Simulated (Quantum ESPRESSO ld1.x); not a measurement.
Values are calculated unless marked as measured or tabulated.
Problem. The mean radii <r> (bohr) of the occupied orbitals of an atom or ion are listed with their occupations. Level of theory: scalar-relativistic Kohn-Sham, LDA (Slater exchange, Perdew-Zunger correlation), spin-polarised, spherical densities, point nucleus (ld1.x of Quantum ESPRESSO 7.5).

orbital  occ.      <r>
1s          2  0.02668
2s          2   0.1147
2p          6   0.1003
3s          2   0.3068
3p          6   0.3047
3d         10   0.2810
4s          2   0.7158
4p          6   0.7631
4d         10   0.8681
5p          4    1.915

Name the element and its charge.

Solution. Z = 54, xenon, charge +4: Xe4+ in [Kr] 4d10 5p(up 2, down 2) 5s(up 0, down 0). The 1s radius gives Z: for a bare nucleus <r> = (2 gamma + 1)/(2Z) with gamma = sqrt(1 - (Z/c)^2), 0.02628 bohr for Z = 54, and screening makes it slightly larger (0.02668 here). The occupations add up to 50, and the charge is Z minus that.
